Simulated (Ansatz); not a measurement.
A run for Ansatz (a program for electronic structure): R-CCSD(T)/def2-TZVPPD on BrHSi (SMILES [SiH]Br), atoms moved off the minimum. Files ending in .json are basis or fitting sets from the Basis Set Exchange. The run froze 19 orbitals, filled d shells among them.

Ansatz 0.2 input:
```yaml
crystal:
  periodic: [false, false, false]
  atoms:
    - {symbol: Si, position_ang: [-1.03098674, -0.77411228, 0.99697090]}
    - {symbol: H, position_ang: [-2.00234221, -1.14985334, -0.00910765]}
    - {symbol: Br, position_ang: [0.24179906, 0.26489653, -0.54263232]}
basis:
  gaussian:
    orbitals: def2-TZVPPD.json
magnetization: {spin_polarized: false}
correlation: {method: ccsd_t, electrons: outside_noble_gas}
scf: {lower_state_search: off}
output: {forces: true}
```

Program output:

```
WARN ansatz: RAYON_NUM_THREADS=1 ignored (pool sized by the plan → 1); use --threads N
Functional definition: HF
these checks for a lower state are left out or cut short: starts, cluster_reference, orbital_swaps, neighbouring_geometries, increment
integrals: 0.19 GiB planned
734 factors; integrals over basis functions are off by at most 2.2e-3 eV
mean field: 0.30 GiB planned
mean field evaluation 1: about -77876.3960 eV, gradient 1.1e1 eV
mean field evaluation 2: about -77876.5014 eV, gradient 1.2e1 eV
mean field evaluation 4: about -77877.1005 eV, gradient 1.7e0 eV
mean field evaluation 8: about -77877.1207 eV, gradient 1.5e-1 eV
mean field evaluation 16: about -77877.1210 eV, gradient 2.2e-6 eV
mean field -77877.12102588 eV, -2861.9314106924 hartree, gradient 2.2e-6 eV, S^2 0.000000; 0 other end points of the search recorded, 0 dependent functions left out; unrestricted orbitals would lower it
19 core orbitals not correlated
reference -77877.12102588 eV, -2861.9314106924 hartree; 6, 6 occupied and 97, 97 virtual orbitals, 734 factors
densities: 0.66 GiB planned
second order -7.13004249 eV of doubles, -0.00000000 eV of singles
coupled cluster: 0.46 GiB planned
cycle   1  -7.71117937 eV  change   -5.8e-1 eV  update   7.5e-2
cycle   2  -7.95812975 eV  change   -2.5e-1 eV  update   2.7e-2
cycle   3  -8.00948923 eV  change   -5.1e-2 eV  update   1.5e-2
cycle   4  -8.00291552 eV  change    6.6e-3 eV  update   4.7e-3
cycle   5  -8.00262601 eV  change    2.9e-4 eV  update   1.6e-3
cycle   6  -8.00288856 eV  change   -2.6e-4 eV  update   5.8e-4
cycle   7  -8.00284458 eV  change    4.4e-5 eV  update   2.0e-4
cycle   8  -8.00288431 eV  change   -4.0e-5 eV  update   7.5e-5
cycle   9  -8.00287483 eV  change    9.5e-6 eV  update   2.6e-5
cycle  10  -8.00286221 eV  change    1.3e-5 eV  update   9.9e-6
cycle  11  -8.00286506 eV  change   -2.9e-6 eV  update   3.9e-6
cycle  12  -8.00286485 eV  change    2.1e-7 eV  update   1.6e-6
perturbative correction -0.34058301 eV, -0.0125161947 hartree
the calculation of the forces begins
Total energy: -77885.46447374 eV, -2862.2380267459 hartree
Atom 0 at    -1.030987    -0.774112     0.996971 Å, force     0.772665     0.316759     0.706834 eV/Å
Atom 1 at    -2.002342    -1.149853    -0.009108 Å, force    -0.931507    -0.409159    -0.709520 eV/Å
Atom 2 at     0.241799     0.264897    -0.542632 Å, force     0.158842     0.092400     0.002686 eV/Å
Dipole moment:    -0.183850    -0.127621     0.104971 e Å
Checks for a lower state left out: starts, cluster_reference, orbital_swaps, neighbouring_geometries, increment
```

The run converged.

Cost: about 20 core-seconds (a rough figure).
